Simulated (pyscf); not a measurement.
`[F][GeH3]` + `[F][GeH]` [singlet] -> `[F][GeH]([F])[GeH3]`, an insertion (singlet surface; F–Ge broken, Ge–Ge, F–Ge formed). Single points on ωB97X-D3(BJ)/def2-SVP structures (PySCF, gas phase). Energies in kJ/mol from the separated reactants.

Small-basis levels: PySCF, no dispersion term, spherical d functions. 

Problem. In single points SVWN5/6-31G*+LANL2DZ puts the saddle at -62.8 kJ/mol and the reaction energy at -202.6 kJ/mol. Should these be trusted to within a few kcal/mol? Compare with ωB97M-D3(BJ)/def2-TZVP.

Solution. ωB97M-D3(BJ)/def2-TZVP gives ΔE‡ = 18.1 kJ/mol and ΔE = -143.5 kJ/mol. SVWN5/6-31G*+LANL2DZ lies 80.9 kJ/mol under it in the barrier and 59.1 kJ/mol under it in the reaction energy, so on this step it does not hold to within 12.6 kJ/mol. At SVWN5/6-31G*+LANL2DZ this geometry lies under one side, so its ΔE‡ may be no barrier of that level. ωB97M-D3(BJ)/def2-TZVP has limits of its own. On the reactant side the descent ends in an adduct with a F–Ge contact (not fully relaxed), 52.1 kJ/mol under the separated species and 48.2 kJ/mol under the saddle at ωB97X-D3(BJ)/def2-TZVP. What is counted as formed (F–Ge) is already present as a longer contact in the reactant adduct; forming that adduct is a step of its own. At ωB97X-D3(BJ)/def2-TZVP the barrier from the zero used here is -3.9 kJ/mol. The same reactants have a lower exit, to F–Ge:–F [singlet] + GeH₄ (barrier -2.9 kJ/mol at ωB97M-D3(BJ)/def2-TZVP, against +18.1 kJ/mol here). One saddle was located; it need not be the lowest between these sides. In the def2 sets elements up to Kr have no core potential.
